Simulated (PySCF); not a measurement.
**Working out the ionisation energy of Br**

Br [Ar] 3d10 4s2 4p5 (2P) → Br⁺ [Ar] 3d10 4s2 4p4 (3P). Computed with PySCF 2.14 in def2-SVP, with the non-relativistic Hamiltonian (point nucleus). Frozen: [Ar] 3d10. Energies in hartree (1 hartree = 27.21139 eV):

| part | Br (lower) | Br⁺ (upper) |
| --- | --- | --- |
| UHF | -2572.082202 | -2571.685173 |
| CCSD correlation | -0.112285 | -0.093729 |
| (T) | -0.001329 | -0.001151 |

Q: What does Hartree-Fock give?

A: (-2571.685173) − (-2572.082202) = 0.397029 hartree = 10.804 eV.

Q: What do CCSD and CCSD(T) give?

A: The CCSD correlation energies differ by 0.018556 hartree = 0.505 eV and the triples by 0.000178 hartree = 0.005 eV, so CCSD gives 11.309 eV and CCSD(T) 11.314 eV.

Measured between the centres of the two terms (NIST): 11.844 eV, so CCSD(T) (valence) is off by -0.530 eV.

The calculation is non-relativistic.

A double-zeta basis recovers only part of the correlation energy.

What remains against the reference includes basis incompleteness, the frozen core and higher excitations.
